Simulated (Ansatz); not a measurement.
`[CH3][GeH2][O]C=O` + H₂ → `O=C[O][GeH3]` + CH₄ at 500 K and 1 bar (hydrogenolysis of a Ge–C bond).

Calculated with Ansatz (gas phase, PBE0-D4/def2-TZVP geometries, no zero-point term in ΔE). CCSD(T)/CBS is the MP2 limit (def2-TZVPP, def2-QZVPP) plus CCSD(T) − MP2 in def2-TZVPP, frozen cores. This one scheme is used for every species. For Ge outer-core shells are correlated without core-valence functions, which leaves a few kJ/mol of doubt a bond. Scalar relativity is left out up to krypton. Each species was taken in one conformer, which may not be the lowest.

```json
{"species": "`[CH3][GeH2][O]C=O`", "CCSD(T)/CBS energy (Eh)": "-2306.20478", "H − E (kJ/mol)": "248.7", "S (J/(mol·K))": "418.0"}
{"species": "H₂", "CCSD(T)/CBS energy (Eh)": "-1.17544", "H − E (kJ/mol)": "41.0", "S (J/(mol·K))": "145.5"}
{"species": "`O=C[O][GeH3]`", "CCSD(T)/CBS energy (Eh)": "-2266.92775", "H − E (kJ/mol)": "161.2", "S (J/(mol·K))": "362.3"}
{"species": "CH₄", "CCSD(T)/CBS energy (Eh)": "-40.46206", "H − E (kJ/mol)": "135.6", "S (J/(mol·K))": "206.8"}
```

H − E and S are ideal-gas, rigid-rotor, harmonic terms from PBE0-D4/def2-TZVP, for one conformer and one mirror image of each species. For small species the MP2-based limit differs from directly extrapolated CCSD(T) by up to some mEh (0.8 for H₂); such offsets cancel only in part. 1 Eh = 2625.50 kJ/mol, R = 8.31446 J/(mol·K).

Question: By hand: ΔE, ΔH, ΔS and ΔG.

Answer: ΔE = (-2266.92775) + (-40.46206) − (-2306.20478) − (-1.17544) = -0.00959 Eh = -25.2 kJ/mol. Δ(H − E) = 161.2 + 135.6 − 248.7 − 41.0 = 7.1, so ΔH = -18.1 kJ/mol. ΔS = 362.3 + 206.8 − 418.0 − 145.5 = 5.6 J/(mol·K). ΔG = -18.1 − 500 × (5.6)/1000 = -20.9 kJ/mol.

Question: By hand: the equilibrium constant, and the temperature at which ΔG would vanish if ΔH and ΔS stayed fixed.

Answer: log₁₀ K = −ΔG/(RT ln 10) = 2.2. ΔH and −TΔS have one sign here, so there is no such temperature.

The number of gas molecules stays the same, so ΔS is small and ΔH decides. A doubt of 5 kJ/mol in ΔE shifts log₁₀ K by 0.5 here. Other conformers and mirror images would add mixing entropy, several J/(mol·K) or more a flexible species. These are equilibria of isolated gas molecules and say nothing of rates. Largest T1 diagnostic: 0.015 (customary marks: 0.02 for closed shells, 0.045 for open ones).

ΔS is within the doubt of such terms, so its sign, and with it that verdict, could turn.
